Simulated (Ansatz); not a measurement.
Abridged output of a molecular run in Ansatz:

```
Functional definition: HF
1806 factors; integrals over basis functions are off by at most 1.4e-3 eV
mean field evaluation 1: about -25410.5763 eV, gradient 4.8e1 eV
mean field evaluation 2: about -25410.8233 eV, gradient 4.8e1 eV
mean field evaluation 4: about -25416.3093 eV, gradient 4.2e0 eV
mean field evaluation 8: about -25416.4072 eV, gradient 1.4e-1 eV
mean field evaluation 16: about -25416.4073 eV, gradient 1.7e-6 eV
mean field -25416.40732527 eV, -934.0357413440 hartree, gradient 1.7e-6 eV, S^2 0.000000; 0 other end points of the search recorded, 0 dependent functions left out
17 core orbitals not correlated: weight in the atoms' cores, before any rotation towards them, 1.000 or more for the frozen orbitals, at most 0.000 for the correlated occupied ones
reference -25416.40732527 eV, -934.0357413440 hartree; 15, 15 occupied and 282, 282 virtual orbitals, 1806 factors
second order -20.67926550 eV of doubles, -0.00000000 eV of singles
cycle   1  -21.74955402 eV  change    -1.1e0 eV  update   1.1e-1
cycle   2  -22.38187631 eV  change   -6.3e-1 eV  update   3.4e-2
cycle   3  -22.48427490 eV  change   -1.0e-1 eV  update   1.6e-2
cycle   4  -22.47375630 eV  change    1.1e-2 eV  update   4.6e-3
cycle   5  -22.47243254 eV  change    1.3e-3 eV  update   2.4e-3
cycle   6  -22.47273792 eV  change   -3.1e-4 eV  update   8.2e-4
cycle   7  -22.47237084 eV  change    3.7e-4 eV  update   3.9e-4
cycle   8  -22.47231668 eV  change    5.4e-5 eV  update   1.7e-4
cycle   9  -22.47241141 eV  change   -9.5e-5 eV  update   7.5e-5
cycle  10  -22.47239512 eV  change    1.6e-5 eV  update   3.3e-5
perturbative correction -0.84098061 eV, -0.0309054674 hartree
Total energy: -25439.72070100 eV, -934.8924920997 hartree
```

Its atoms:

```xyz
14

N    -0.750    1.632    0.793
Si   -0.351    0.156   -0.018
N    -1.373    0.052   -1.403
Al   -0.652   -1.977    1.203
Si    1.943    0.407   -0.520
H    -1.677    1.771    1.165
H    -0.059    2.101    1.355
H    -1.679   -0.841   -1.752
H    -1.347    0.751   -2.129
H    -1.407   -3.223    0.547
H    -0.070   -2.165    2.674
H     2.180    1.408   -1.600
H     2.501   -0.897   -0.986
H     2.741    0.826    0.671
```

(1) Which basis set was used?
A. cc-pV(D+d)Z
B. cc-pV(Q+d)Z
C. def2-TZVPPD
D. def2-TZVPP

(2) Write the keys of the input that set method, charge and spin (a neutral closed shell needs none for the last two).

Results:

(1) D. It gives 314 functions.

(2) 
```yaml
correlation: {method: ccsd_t}
```
